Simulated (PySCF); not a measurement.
Screening by computed properties: pick the candidate that meets the target.

All species are isolated and taken at one optimised geometry, non-relativistic unless stated; the electronic structure was computed with PySCF and density fitting.

The conformers computed, where there is a choice (atom-mapped SMILES and torsion angles):
- `[CH2:1]=[C:2]([O:3][SiH3:4])[O:5][C:6]([F:7])([F:8])[O:9][CH3:10]`: C1–C2–O3–Si4 -179°, C1–C2–O5–C6 -7°, C2–O5–C6–F7 -53°, O5–C6–O9–C10 -57°
- `[CH3:1][C:2]#[C:3][Si@@:4]([CH3:5])([C:6]#[N:7])[CH2:8][SiH3:9]`: C3–Si4–C8–Si9 175°
- `[CH2:1]=[CH:2][C:3]1=[CH:4][Si@H:5]([NH:6][SiH3:7])[CH:8]=[CH:9]1`: C1–C2–C3–C4 -179°, C4–Si5–N6–Si7 173°
- `[F:1][CH:2]([F:3])[C@@:4]1([F:5])[SiH2:6][C@@H:7]1[S:8][SiH3:9]`: F1–C2–C4–F5 -83°, Si6–C7–S8–Si9 -151°
- `[F:1][C:2]([F:3])=[C:4]([F:5])[CH2:6][SiH2:7][S:8][SiH3:9]`: C2–C4–C6–Si7 107°, C4–C6–Si7–S8 180°, C6–Si7–S8–Si9 179°
- `[CH3:1]/[N:2]=[CH:3]/[C@@H:4]1[SiH2:5][C@@:6]1([F:7])[CH:8]([F:9])[F:10]`: N2–C3–C4–Si5 13°, Si5–C6–C8–F9 -1°
- `[CH3:1][C:2]#[C:3][Si@:4]([SiH3:5])([C:6]#[N:7])[CH2:8][CH3:9]`: C3–Si4–C8–C9 -66°

Question: Wanted: HOMO energy between -7.5 eV and -6.94 eV (PBE0/pcSseg-1) and smallest rotational constant above 0.5 GHz (GFN2-xTB), at GFN2-xTB geometries. Which candidate meets both?
A. `[SiH3]C[Si@](C#CC)(C)C#N`
B. `C1[Si@H](N[SiH3])C=CC=1C=C`
C. `FC(F)[C@@]1(F)[SiH2][C@@H]1S[SiH3]`
D. `C=C(O[SiH3])OC(F)(F)OC`

Answer: C. Computed values:
```
                           species  HOMO energy  smallest rotational constant
          [SiH3]C[Si@](C#CC)(C)C#N     -7.95 eV                     0.522 GHz
FC(F)[C@@]1(F)[SiH2][C@@H]1S[SiH3]     -6.99 eV                     0.574 GHz
            C=C(O[SiH3])OC(F)(F)OC     -6.88 eV                     0.633 GHz
        C1[Si@H](N[SiH3])C=CC=1C=C     -6.44 eV                     0.469 GHz
```

Question: Wanted: HOMO–LUMO gap above 7.1 eV (PBE0/pcSseg-1) and dipole moment above 1.8 D (PBE0/pcSseg-1), at GFN2-xTB geometries. Which candidate meets both?
A. `C=CC1=C[Si@H](N[SiH3])C=C1`
B. `FC(F)=C(F)C[SiH2]S[SiH3]`
C. `C=C(O[SiH3])OC(F)(F)OC`
D. `C/N=C/[C@@H]1[SiH2][C@@]1(F)C(F)F`
E. `CC#C[Si@]([SiH3])(C#N)CC`

Answer: E. Computed values:
```csv
species,HOMO–LUMO gap,dipole moment
C=CC1=C[Si@H](N[SiH3])C=C1,4.64 eV,0.96 D
C/N=C/[C@@H]1[SiH2][C@@]1(F)C(F)F,6.48 eV,1.72 D
FC(F)=C(F)C[SiH2]S[SiH3],6.84 eV,1.95 D
C=C(O[SiH3])OC(F)(F)OC,7.00 eV,3.08 D
CC#C[Si@]([SiH3])(C#N)CC,7.13 eV,4.76 D
```
